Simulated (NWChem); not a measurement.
System: SnNH5; SMILES [NH2][SnH3]

The following NWChem deck was run.

```
start job
memory heap 200 mb stack 900 mb global 1100 mb
geometry units angstroms noautoz
  Sn    -0.022738     0.278468     0.000000
  N     -0.079542    -1.770082     0.000000
  H     -0.851008     0.769278    -1.416270
  H     -0.851008     0.769278     1.416270
  H      1.570860     0.939718     0.000000
  H      0.373441    -2.174629    -0.818100
  H      0.373441    -2.174629     0.818100
end
basis spherical
  * library def2-svp
end
ecp
  Sn library def2-ecp
end
dft
  xc xcamb88 1.00 lyp 0.81 vwn_5 0.19 hfexch 1.00
  cam 0.33 cam_alpha 0.19 cam_beta 0.46
  iterations 150
  vectors input atomic output neutral.movecs
end
task dft energy
charge 1
dft
  odft
  mult 2
  vectors input atomic output cation.movecs
end
task dft energy
```

Coordinates come from a PBE0/def2-SVP optimisation. Not confirmed as a minimum by frequencies. def2 effective core potentials on Sn; no spin-orbit coupling.

Ions are spin-unrestricted doublets at the neutral geometry; other ion states weren't tried.

### Question
Predict the main results of this run. (CAM-B3LYP/def2-SVP with def2 effective core potentials on Sn, vertical spin-unrestricted ions.) Quantities: vertical ionisation energy, ΔSCF (eV); −ε(HOMO) (eV).

### Answer
```
Quantity                               Value
-------------------------------------  -----
vertical ionisation energy, ΔSCF (eV)   9.39
−ε(HOMO) (eV)                           8.33
```
